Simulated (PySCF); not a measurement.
A run for PySCF: R-B3LYP/6-31G* on PH3 (SMILES P).

```python
from pyscf import gto, scf, dft, mp
from pyscf.data.elements import chemcore

mol = gto.M(
    atom='''
    P     0.02480297    0.10778945    3.54633530
    H     1.11992599    0.63261306    2.81301834
    H     0.01641772   -1.11084571    2.82014487
    H    -0.93879095    0.71416480    2.70011714
    ''',
    basis='6-31g*',
    cart=True,
    charge=0, spin=0, verbose=3, max_memory=1800)
mf = dft.RKS(mol, xc='b3lyp')
mf.conv_tol = 1e-8
mf.max_cycle = 100
mf.kernel()
if not mf.converged:
    mf = mf.newton().run(mf.mo_coeff, mf.mo_occ)
```

Output:

```
converged SCF energy = -343.140241400421
```

Self-consistency was reached.

Cost: roughly 0.6 core-seconds.
